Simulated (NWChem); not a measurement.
# Total energies of HS2

SMILES: S[S]
```xyz
3

S      0.4306     0.9351     0.0000
S     -0.4677    -0.8295     0.0000
H      0.5935    -1.6883     0.0000
```
Charge 0, spin multiplicity 2.

The numbers come from NWChem runs, not from measurements. All single points use one geometry, from UPBE0/def2-SVP, a minimum by its harmonic frequencies.

Basis set: STO-3G (19 functions).

```csv
method,total energy (Ha)
UHF,-786.90197
UMP2,-786.93874
UB2PLYP,-787.79025
UPBE,-787.74217
UB3LYP,-788.11153
UTPSS,-788.15236
```

Total energies of different functionals aren't comparable as a measure of quality: only differences taken within one method are. 

The correlated methods keep 10 core orbitals frozen. B3LYP has NWChem's definition, with VWN1-RPA local correlation. The structure started from a generated list of species. The unpaired electrons of the parent sit in orbitals of symmetry a" (Cs labels of the run); other states weren't searched. The stability of the SCF solutions was not checked. Open-shell Hartree-Fock references start from PBE0 orbitals.
